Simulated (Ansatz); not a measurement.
`C=CN[SiH2][AlH2]` + `N[SiH2][SiH3]` → `[AlH2][NH][SiH2][SiH3]` + `C=CN[SiH3]`  (cleavage of the Al–Si bond)

Program: Ansatz. Geometries: PBE0-D4/def2-TZVP. ΔE: electronic, gas phase. CCSD(T)/CBS adds triple-zeta CCSD(T) − MP2 to the extrapolated MP2 energy (def2 sets, frozen cores). This one scheme is used for every species. Functionals use def2-TZVPP. One conformer a species, not always the lowest.

```
             level  ΔE (kJ/mol)
           ωB97M-V        -56.8
SCS-MP2/def2-TZVPP        -76.8
```

(1) What does CCSD(T)/CBS give? (An estimate is asked.)

Largest T1 diagnostic among the species: 0.016.

Answers

(1) The calculation gave: -61.8 kJ/mol. The listed levels differ from it by 5.0, -15.0 kJ/mol.

The D4 term adds +7.3 kJ/mol with B3LYP and +3.6 kJ/mol with PBE0; it sums over pairs of atoms, weighted by their polarisabilities, and B3LYP, whose exchange is more repulsive, gets the larger term. From PBE to PBE0 (25 % exact exchange), in def2-TZVPP and without D4, ΔE moves by −4.7 kJ/mol. In def2-TZVPP, CCSD(T) changes the Hartree–Fock value by +36.9 kJ/mol (the triples alone add +7.1 kJ/mol) and MP2 by +31.3 kJ/mol.

B3LYP here is the variant with VWN-RPA as its local correlation; programs differ in this.
